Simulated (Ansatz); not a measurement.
`C[SiH2][SiH2]Cl` and `C[SiH2][SiH2]C=N` differ in one atom or group.

Ansatz, PBE0-D4/def2-TZVP geometries, multiplicity 1. Each molecule was computed in one conformer, which needn't be the lowest.

```json
{"property": "size of the dipole moment (B3LYP/def2-TZVPP) / D", "`C[SiH2][SiH2]Cl`": "1.57"}
{"property": "LUMO energy (PBE0/def2-TZVPP) / eV", "`C[SiH2][SiH2]Cl`": "-0.46"}
{"property": "HOMO energy (PBE/def2-TZVPP) / eV", "`C[SiH2][SiH2]Cl`": "-6.76"}
{"property": "HOMO–LUMO gap (PBE0/def2-TZVPP) / eV", "`C[SiH2][SiH2]Cl`": "7.47"}
{"property": "size of the dipole moment (ωB97M-V/def2-TZVPP) / D", "`C[SiH2][SiH2]Cl`": "1.57"}
{"property": "HOMO energy (ωB97M-V/def2-TZVPP) / eV", "`C[SiH2][SiH2]Cl`": "-9.98"}
```

Task: What does the change do to each property? (Estimate.)

Result: Computed: 
| property | `C[SiH2][SiH2]C=N` | shift |
| --- | --- | --- |
| size of the dipole moment (B3LYP/def2-TZVPP) / D | 1.53 | -0.04 |
| LUMO energy (PBE0/def2-TZVPP) / eV | -0.94 | -0.48 |
| HOMO energy (PBE/def2-TZVPP) / eV | -6.00 | 0.76 |
| HOMO–LUMO gap (PBE0/def2-TZVPP) / eV | 6.46 | -1.01 |
| size of the dipole moment (ωB97M-V/def2-TZVPP) / D | 1.55 | -0.02 |
| HOMO energy (ωB97M-V/def2-TZVPP) / eV | -9.66 | 0.32 |

With PBE0 the HOMO rises by 0.53 eV and the LUMO falls by 0.48 eV, so the gap narrows by about 1.01 eV. PBE moves the HOMO by 0.76 eV and ωB97M-V by 0.32 eV. Dipoles are sizes alone; their direction can turn.

B3LYP here is the variant with VWN-RPA as its local correlation; programs differ in this.
